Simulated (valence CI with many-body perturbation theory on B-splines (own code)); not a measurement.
The numbers below are computed, except where a source is named.
## From CI to CI+MBPT in Tl⁵⁷⁺

Level of theory: configuration interaction combined with many-body perturbation theory (CI+MBPT): six valence electrons over a frozen Dirac-Fock core [Ar], radial functions for each j: 7 s, 7 p, 8 d, 6 f, 4 g, 1 h, with the one-electron correlation potential Σ1 (screened to all orders), the two-electron term Σ2, the three-electron term Σ3, Breit, model QED; selected single and double excitations, second order for the rest, scaled by the run's own slope (own B-spline code, finite nucleus).

The last digits are not significant, and no measured levels were compared; by estimate large intervals hold to a few tenths of a per cent, small ones and those within an open d or f shell to about a per cent. Core correlation moves these levels by up to 17000 cm⁻¹, and in measured spectra 5 to 20 % of such shifts remained as error; rates that hang on mixing are uncertain with them. Among the levels kept, up to 1100 cm⁻¹ of a level comes from second order outside the variational space, and about a tenth of that is noise between levels of different J, which matters for small intervals. The list stops below the first excitations out of the core. Only levels of the ground parity were solved; by the run's estimate the other parity begins above the list, which can be wrong where configurations are misplaced.

Each rung adds one term. CI alone is the Dirac-Coulomb CI over the frozen core; QED comes last and gives the full result, which names the levels. Energies are above (3d3/2^4 3d5/2^2) J=4 on the same rung, in cm⁻¹.

Levels are named by their leading jj configuration (3d3/2^4 stands for four electrons in 3d with j = 3/2), which in mixed levels can hold well under half, so a name can repeat and another be missing. Letters in brackets count levels of one name in rising energy.

| Level | CI alone | Σ1 | Σ2 | Σ3 | Breit | QED | Full |
| --- | --- | --- | --- | --- | --- | --- | --- |
| (3d3/2^4 3d5/2^2) J=2 | 70143 | +37 | -4056 | -1130 | +8038 | +6 | 73038 |
| (3d3/2^4 3d5/2^2) J=0 | 238011 | +174 | -6886 | -550 | +16641 | +71 | 247461 |
| (3d3/2^3 3d5/2^3) J=3 [a] | 810218 | +2730 | +5239 | +1251 | -12794 | +2299 | 808943 |
| (3d3/2^3 3d5/2^3) J=4 [a] | 821037 | +2698 | +6391 | +995 | -17879 | +2265 | 815508 |
| (3d3/2^3 3d5/2^3) J=1 [a] | 852173 | +2750 | +3138 | +771 | -6301 | +2299 | 854829 |
| (3d3/2^3 3d5/2^3) J=6 | 909247 | +2739 | +8560 | -1310 | -38674 | +2274 | 882835 |
| (3d3/2^3 3d5/2^3) J=5 | 903235 | +2733 | +6199 | +65 | -29434 | +2270 | 885067 |
| (3d3/2^3 3d5/2^3) J=2 [a] | 961521 | +2764 | +430 | -1001 | -14026 | +2274 | 951963 |
| (3d3/2^3 3d5/2^3) J=3 [b] | 977328 | +2781 | +1117 | +765 | -18937 | +2286 | 965339 |
| (3d3/2^3 3d5/2^3) J=0 | 1055140 | +2768 | -4215 | +2523 | -13679 | +2244 | 1044780 |
| (3d3/2^3 3d5/2^3) J=4 [b] | 1107760 | +2856 | +236 | -446 | -20212 | +2310 | 1092510 |
| (3d3/2^3 3d5/2^3) J=1 [b] | 1103480 | +2845 | -3527 | +1568 | -3826 | +2300 | 1102840 |
| (3d3/2^3 3d5/2^3) J=2 [b] | 1113320 | +2889 | -2648 | +1132 | -11699 | +2337 | 1105330 |
| (3d3/2^3 3d5/2^3) J=3 [c] | 1122590 | +2823 | -2444 | +422 | -12813 | +2272 | 1112850 |
| (3d3/2^2 3d5/2^4) J=2 [a] | 1670530 | +5446 | +9381 | +578 | -25632 | +4570 | 1664870 |
| (3d3/2^2 3d5/2^4) J=0 [a] | 1691160 | +5433 | +8381 | +2267 | -21114 | +4546 | 1690670 |
| (3d3/2^2 3d5/2^4) J=4 [a] | 1731950 | +5451 | +10573 | -137 | -37827 | +4555 | 1714570 |
| (3d3/2^2 3d5/2^4) J=3 [a] | 1755970 | +5440 | +7592 | +1500 | -31226 | +4535 | 1743810 |
| (3d3/2^2 3d5/2^4) J=5 | 1778070 | +5482 | +11297 | -215 | -47507 | +4568 | 1751690 |

The middle columns are the shifts that each term adds.

Task: How does the ionisation energy move along the ladder, and which term matters most?

Result: CI alone 5810.9, + Σ1 5813.1, + Σ2 5826.4, + Σ3 5826.8, + Breit 5823.8, + QED 5823.9 eV. The largest step is Σ2, 13.3 eV. NIST lists 5824 ± 6 eV (theoretical).
